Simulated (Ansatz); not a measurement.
Species: C$_{2}$H$_{3}$O, net charge 0, doublet state. It need not be the lowest isomer of its formula. SMILES: OC=[CH]
Structure (B3LYP-D3(BJ)/def2-TZVP (Ansatz, a first-principles code) minimum search):
```xyz
6

C      1.2891     0.0507    -0.0240
C      0.0483    -0.1691     0.3224
O     -1.0340     0.1977    -0.4313
H      2.2697    -0.1307     0.3733
H     -0.1818    -0.6739     1.2637
H     -1.8400    -0.0664     0.0231
```
Charge 0, spin multiplicity 2.

Parts of the frozen-core correlation energy in cc-pVTZ (Ansatz, hartree). Frozen orbitals: 3; correlated occupied orbitals by spin: 9 and 8; virtual: 120 and 121. UHF or UKS for open shells. No spin-orbit coupling. Non-relativistic.

```
term                            value
-------------------------  ----------
reference (HF)             -152.30368
MP2 opposite-spin            -0.39030
MP2 same-spin                       …
CCSD correlation                    …
(T)                                 …
T1 diagnostic                   0.033
largest doubles amplitude       0.101
<S^2> of the reference          0.929
```

Q: What belongs in the gaps?

A: 
- MP2 same-spin, value: -0.12887
- CCSD correlation, value: -0.54899
- (T), value: -0.02287
